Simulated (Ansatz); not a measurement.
Start from `[CH3][GaH2]` and change one atom or group to get `[CH3][GaH][SiH3]`.

Ansatz, PBE0-D4/def2-TZVP geometries, multiplicity 1. 

Scalar relativity is left out up to krypton.

| property | `[CH3][GaH2]` |
| --- | --- |
| LUMO energy (B3LYP/def2-TZVPP) / eV | -1.68 |
| size of the dipole moment (ωB97M-V/def2-TZVPP) / D | 0.67 |
| HOMO energy (B3LYP/def2-TZVPP) / eV | -7.82 |
| LUMO energy (ωB97M-V/def2-TZVPP) / eV | 0.29 |
| size of the dipole moment (PBE/def2-TZVPP) / D | 0.76 |
| LUMO energy (PBE0/def2-TZVPP) / eV | -1.38 |

Question: What does the change do to each property? (An estimate is asked.)

Answer: Ansatz gave: 
```tsv
property	`[CH3][GaH][SiH3]`	shift
LUMO energy (B3LYP/def2-TZVPP) / eV	-2.04	-0.36
size of the dipole moment (ωB97M-V/def2-TZVPP) / D	0.84	0.17
HOMO energy (B3LYP/def2-TZVPP) / eV	-7.14	0.68
LUMO energy (ωB97M-V/def2-TZVPP) / eV	-0.08	-0.37
size of the dipole moment (PBE/def2-TZVPP) / D	0.92	0.16
LUMO energy (PBE0/def2-TZVPP) / eV	-1.78	-0.40
```

With PBE0 the HOMO rises by 0.69 eV and the LUMO falls by 0.40 eV, so the gap narrows by about 1.09 eV. PBE moves the HOMO by 0.55 eV and ωB97M-V by 0.89 eV. Dipoles are sizes alone; their direction can turn.

B3LYP here is the variant with VWN-RPA as its local correlation; programs differ in this.
